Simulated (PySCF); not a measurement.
PySCF input for Mg(F)(NH2) (FH2MgN), SMILES [NH2][Mg][F], PBE0/pcSseg-2. Coordinates come from a TPSSh-D3(BJ)/def2-TZVP optimisation. One conformer was computed; it need not be the lowest.

```python
import numpy as np
from pyscf import gto, scf, dft
from pyscf.prop.nmr import rks as nmr

mol = gto.M(
    atom='''
    Mg    0.00000000   -0.00000000   -0.07625025
    F    -0.00000000    0.00000000   -1.83883436
    N    -0.00000000    0.00000000    1.80697099
    H     0.00000000   -0.81389633    2.40785764
    H     0.00000000    0.81389633    2.40785765
    ''',
    basis='pcSseg-2',
    charge=0,
    spin=0,
    max_memory=1600,
    verbose=3,
)
mf = dft.RKS(mol, xc='pbe0')
mf.grids.level = 3
mf.conv_tol = 1e-10
mf.max_cycle = 100
mf.kernel()
n = nmr.NMR(mf)
n.verbose = 2
n.max_cycle_cphf = 60
sigma = n.kernel()
print('atom   isotropic/ppm   span/ppm')
for i, s in enumerate(sigma):
    w = np.linalg.eigvalsh((s + s.T) / 2)
    print(f'{mol.atom_symbol(i):2s}{i + 1:3d} {w.mean():14.3f} {w[2] - w[0]:11.3f}')
```

Output:

```
converged SCF energy = -355.769785063202
atom   isotropic/ppm   span/ppm
Mg  1        511.167     276.636
F   2        422.435      96.107
N   3        291.224      58.726
H   4         32.475      19.692
H   5         32.475      19.692
```

The calculation finished and met its thresholds.

Cost: very roughly 11 core-seconds.
